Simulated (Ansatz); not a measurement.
Si4H6⁻. Charge -1, multiplicity 2. Geometry PBE-D4/def2-SVP, that of the neutral singlet; atoms count from 1.

```xyz
10

Si   -1.674    0.648   -0.074
Si   -1.070   -1.434   -0.160
Si    1.187   -0.894    0.025
Si    0.526    1.385    0.122
H     0.873    2.079    1.415
H     1.882   -1.395    1.266
H    -1.810   -2.736   -0.291
H    -2.998    1.359   -0.120
H     1.038    2.232   -1.016
H     2.045   -1.244   -1.166
```

The highest occupied level of the charge -1 doublet lies above zero (up to 0.93 eV). By energy differences its removal costs 0.61 eV (vertical, to the charge 0 singlet, at PBE0-D4/def2-TZVPD); a positive level beside a positive removal energy at the same level points to self-interaction error. The structure comes from a short search, and lower isomers may exist.

**Question.** Estimate the Mulliken populations from the PBE0/def2-TZVPD orbitals of Ansatz.

**Answer.** 
```csv
atom,charge (e),spin (α − β)
Si1,-0.22,0.52
Si2,-0.22,0.52
Si3,-0.14,0.02
Si4,-0.14,0.02
H5,-0.04,0.00
H6,-0.04,0.00
H7,-0.05,-0.04
H8,-0.05,-0.04
H9,-0.04,0.00
H10,-0.04,0.00
```
Mulliken values and Mayer orders depend strongly on the basis. With diffuse functions, as here, like atoms can get unlike values, and bond orders can come out too low or too high.

**Question.** Where does the spin sit?

**Answer.** Summed by element: Si 1.08, H -0.08, of 1 unpaired in all. Largest on single atoms: Si1 0.52, Si2 0.52, H8 -0.04.

**Question.** And the Mayer bond orders between bonded heavy atoms (over 0.3)?

**Answer.** Si1–Si2 1.50 (2.17 Å); Si1–Si4 1.18 (2.33 Å); Si2–Si3 1.18 (2.33 Å); Si3–Si4 0.88 (2.38 Å).
